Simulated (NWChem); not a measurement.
# C₂H₇NSi; SMILES C1NC[SiH2]1

```xyz
11

C     -0.1223    -0.4380     1.1697
N      0.2426    -1.2817     0.0000
C     -0.1223    -0.4380    -1.1697
Si     0.0559     1.0622     0.0000
H      0.5558    -0.5678     2.0198
H     -1.1577    -0.5733     1.5268
H     -0.1948    -2.2023     0.0000
H     -1.1577    -0.5733    -1.5268
H      0.5558    -0.5678    -2.0198
H     -1.0017     2.1134     0.0000
H      1.3864     1.7282     0.0000
```
Atoms are numbered in this order, from 1.

All runs: NWChem. Medium grid unless said otherwise, to which SCAN and Minnesota functionals are sensitive. All runs use the structure optimised with B3LYP/6-31G* (spherical d). Hybrids' shares of exact exchange are those that their runs print; pure functionals count as 0. The functionals differ in more than this share.

```
row               share of exact exchange  orbital gap (eV)
----------------  -----------------------  ----------------
PBE/def2-TZVP                        0.00              4.48
r2SCAN/def2-TZVP                     0.00              5.12
TPSSh/def2-TZVP                      0.10              5.66
B3LYP/def2-TZVP                      0.20              6.26
PBE0/def2-TZVP                       0.25          withheld
PW6B95/def2-TZVP                     0.28              6.84
```

### Question
Fit a straight line of the last column on the one before it, predict the withheld value, and compare with the run.

### Answer

1. Means of the 5 shown rows: x = 0.116, y = 5.672. Slope Σ(x − x̄)(y − ȳ)/Σ(x − x̄)² = 0.4434/0.06112 = 7.255; intercept 4.830.
2. The shown rows scatter about the line by 0.209 (root mean square); the largest residual is -0.35, at PBE/def2-TZVP.
3. At x = 0.25 (PBE0/def2-TZVP; inside the shown range) the line gives 6.64.
4. The run gives 6.73, +0.09 from the line, 0.4 times the scatter.
